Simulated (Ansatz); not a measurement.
Computed with Ansatz on PBE0-D4/def2-TZVP structures; ΔE is electronic, products minus reactants. CCSD(T)/CBS is the MP2 limit (def2-TZVPP, def2-QZVPP) plus CCSD(T) − MP2 in def2-TZVPP, frozen cores. This one scheme is used for every species. Functionals use def2-TZVPP. Each species was taken in one conformer, which may not be the lowest.

Consider the ligand exchange at the Si–N bond: `N[SiH](O)N[SiH3]` + `N[SiH](O)Cl` → `N[Si@H](Cl)O[Si@@H](N)O` + `N[SiH3]`.

| species | PBE0 energy (Eh) |
| --- | --- |
| `N[SiH](O)N[SiH3]` | -768.31290 |
| `N[SiH](O)Cl` | -881.88438 |
| `N[Si@H](Cl)O[Si@@H](N)O` | -1303.10676 |
| `N[SiH3]` | -347.10904 |

Task: Work out ΔE.

Result: ΔE = (-1303.10676) + (-347.10904) − (-768.31290) − (-881.88438) = -0.01852 Eh = -48.6 kJ/mol. CCSD(T)/CBS gives -53.1 kJ/mol.

Largest T1 diagnostic among the species: 0.011.

From PBE to PBE0 (25 % exact exchange), in def2-TZVPP and without D4, ΔE moves by −3.2 kJ/mol. In def2-TZVPP, CCSD(T) changes the Hartree–Fock value by +12.1 kJ/mol (the triples alone add +1.9 kJ/mol) and MP2 by +12.8 kJ/mol.
